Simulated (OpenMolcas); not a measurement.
**Ir3+: moving or changing the point charges**

Ir3+ among 6 point charges of -1 e arranged as a trigonal antiprism (D3d), 1.95 Å from the ion, with a polar angle of 63.5° against the regular 54.74°.
```
   0.0000    1.7450    0.8703  -1.00
  -1.5112   -0.8725    0.8703  -1.00
   1.5112   -0.8725    0.8703  -1.00
   0.0000   -1.7450   -0.8703  -1.00
   1.5112    0.8725   -0.8703  -1.00
  -1.5112    0.8725   -0.8703  -1.00
```

| Property | Result |
| --- | --- |
| Program | OpenMolcas |
| Method | SS-CASPT2, IPEA 0.25 Eh, imaginary shift 0.1 Eh (closed shells correlated: 5s 5p) |
| Basis | ANO-RCC-VDZP [7s6p4d2f] |
| Scalar Hamiltonian | DKH2, point nucleus |
| Active space | 6 electrons in 5 orbitals (5d) |
| State averaging | 2S+1 = 5 even, 5 roots; 2S+1 = 3 even, 45 roots; 2S+1 = 1 even, 50 roots |
| Spin-orbit coupling | RASSI with atomic mean-field integrals over the reference wave functions |

Runs around this geometry, states (labels of D3, the rotations of D3d). Energies in cm-1 above the lowest state or level, χT in cm3 K/mol.

| R (Å) | q (e) | Polar angle / regular | Ground state | First state of that spin | First gap with spin-orbit (degeneracies) | χT at 300 K | First state of another spin |
| --- | --- | --- | --- | --- | --- | --- | --- |
| 1.95 | -1 | 1.07 | 5A1 | 5E 1760 | 290 (1, 2) | 3.909 | 3A2 12480 |
| 1.95 | -0.5 | 1.16 | 5A1 | 5E 1360 | 210 (1, 2) | 4.458 | 3A2 15960 |
| 1.85 | -1 | 1.16 | 5A1 | 5E 4500 | 670 (1, 2) | 2.458 | 3A2 11760 |
| 1.95 | -1 | 1.16 | 5A1 | 5E 3710 | 490 (1, 2) | 3.191 | 3A2 13380 |
| 2.13 | -1 | 1.16 | 5A1 | 5E 2670 | 330 (1, 2) | 3.924 | 3A2 15300 |

Taking the first state of the same spin as R^-n, n = -ln(2670 / 4500) / ln(2.13 / 1.85) = 3.7 between the shortest and longest distance.

Scaling the charges by -0.5 / -1 = 0.50 scales the first state of the same spin by 1360 / 3710 = 0.37; with fixed orbitals a first-order splitting would follow the charge.

Roots that are degenerate in the reference are averaged as groups; the widest CASPT2 spread within a group is 110 cm-1 (the 2-fold group of multiplicity 1 near 65600 cm-1 above the lowest state of its run, R = 1.95, q = -1, ratio = 1.07). Shifts and gaps below about the spread of the groups concerned are not significant. Point charges give a weaker field than real ligands, and real ions of this kind are as a rule low spin; the high spin found here belongs to the model. Free-ion shares, where given, are those of the reference states; single-state CASPT2 does not remix them. Spin-orbit coupling mixes the spin-free states strongly: the lowest level takes only 61 % from its leading state, 5A1 (figures for R = 1.95, q = -1, ratio = 1.07; the like holds for R = 1.95, q = -0.5, ratio = 1.16, R = 1.85, q = -1, ratio = 1.16, R = 1.95, q = -1, ratio = 1.16, R = 2.13, q = -1, ratio = 1.16). This shell can be high or low spin here, a state of another spin lies low, and with metal d orbitals alone active their balance is uncertain, so the ground spin may be wrong (holds for R = 1.95, q = -1, ratio = 1.07; R = 1.85, q = -1, ratio = 1.16; R = 1.95, q = -1, ratio = 1.16). Point charges carry no covalency, so the field is a model and not that of real ligands. No measured value stands beside these numbers.
